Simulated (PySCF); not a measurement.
## Computed properties of 3-chloro-1H-silole (C₄H₅ClSi), SMILES [SiH2]1C=CC(=C1)Cl

3-chloro-1H-silole (C4H5ClSi), SMILES ClC1=C[SiH2]C=C1. Coordinates come from a r2SCAN-D4/def2-SVP optimisation. Other conformers were not sampled. All values are computed for the isolated molecule unless a solvent is named; none is compared with measurement here.

**Structure.** The optimised structure has Cs symmetry. All 27 harmonic modes at r2SCAN-D4/def2-SVP (PySCF) are real, so it is a minimum. With heavy atoms numbered as in [Cl:1][C:2]1=[CH:3][SiH2:4][CH:5]=[CH:6]1, the shortest bond between them is C5–C6 at 1.352 Å and the longest Si4–C5 at 1.878 Å.

**Vibrations.** The strongest infrared lines (harmonic, unscaled, degenerate partners summed) lie at 932 cm⁻¹ (128 km/mol, H 94 %), 884 cm⁻¹ (124 km/mol, C 52 %, H 38 %, Si 10 %), 2220 cm⁻¹ (102 km/mol, H 98 %). The softest mode is at 148 cm⁻¹ and the zero-point energy is 45.4 kcal/mol.

**Electronic structure.** CAM-B3LYP/def2-TZVP (PySCF) places the frontier levels at -8.22 and -0.73 eV, a gap of 7.49 eV, and gives a dipole moment of 1.20 D and a mean polarisability of 81.1 bohr³. PBE/def2-TZVP (PySCF) at the same geometry gives -5.95 and -2.75 eV, so its gap is 4.29 eV narrower. An orbital gap is neither the optical nor the fundamental gap.

**Excitations.** TDA-B3LYP/def2-SVPD (PySCF) has S1 at 4.51 eV (275 nm, f = 0.061, bright); the most intense of the 10 singlets computed lies at 5.76 eV (f = 0.12). T1 (TDA) is at 2.66 eV, 1.85 eV under S1. TDA-PBE/def2-SVPD (PySCF) puts S1 at 4.28 eV. No vertical singlet excitation falls in the visible range (under 3.1 eV).

**NMR.** GIAO shifts at B3LYP/pcSseg-1 (PySCF) (non-relativistic, atoms alike by connectivity averaged): ¹³C from 126.6 to 165.9 ppm against TMS; ¹H from 4.9 to 7.2 ppm against TMS; ²⁹Si at -42.5 ppm against TMS. Without spin–orbit terms, shifts of atoms bonded to Cl or Br come out too high.
